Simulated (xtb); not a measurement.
ClMg (SMILES [Mg][Cl]), doublet, at a GFN2-xTB geometry (such geometries of metal compounds can be far from the true shape) (the spin is typed, not shown lowest). Base run: GFN2-xTB in xtb 6.7.1.

Geometry (Å):
```xyz
2

Mg     0.0000     0.0000    -1.2678
Cl     0.0000     0.0000     0.8950
```
Charge 0, spin multiplicity 2.
All else is at xtb's defaults.
Base energy -5.11309 Eh.

Each row names what was changed in the base input (with any setting that the change needs).

| change | ΔE vs base (mEh) | dipole (D) | SCF cycles |
|---|---|---|---|
| base | 0.000 | 4.54 | 14 |
| alpb = cs2 | -7.435 | 4.74 | 12 |
| etemp = 1000 | 0.000 | 4.54 | 14 |
| acc = 0.1 | 0.000 | 4.54 | 15 |
| etemp = 5000 | -2.605 | 4.30 | 14 |
| file = coord | 0.000 | 4.54 | 14 |

ALPB and GBSA are two models with their own fitted parameters for each solvent, which aren't always the measured dielectric constant.
